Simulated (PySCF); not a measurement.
Ionisation energy of In by level of theory

In [Kr] 4d10 5s2 5p1 (2P) → In⁺ [Kr] 4d10 5s2 (1S), as a difference of total energies. All numbers are calculated (PySCF 2.14, a scalar-relativistic core potential, in cc-pVTZ-PP with ECP28MDF). Correlated levels: valence: 4s2 4p6 4d10 frozen. The calculations carry no spin-orbit coupling.

```json
{"method": "UHF", "ionisation energy (eV)": "5.213"}
{"method": "PBE0", "ionisation energy (eV)": "5.615"}
{"method": "MN15", "ionisation energy (eV)": "5.649"}
{"method": "MP2 (valence)", "ionisation energy (eV)": "5.394"}
{"method": "SCS-MP2 (valence)", "ionisation energy (eV)": "5.378"}
{"method": "CCSD (valence)", "ionisation energy (eV)": "5.451"}
{"method": "CCSD(T) (valence)", "ionisation energy (eV)": "5.472"}
```

Errors of the correlated levels include the incompleteness of this basis and the frozen core.

Which method comes closest to the reference value, and which is furthest?

The reference is 5.603 eV (measured; NIST levels, between the centres of gravity of the two terms). Closest: PBE0 (error 0.012 eV); furthest: UHF (error -0.390 eV).
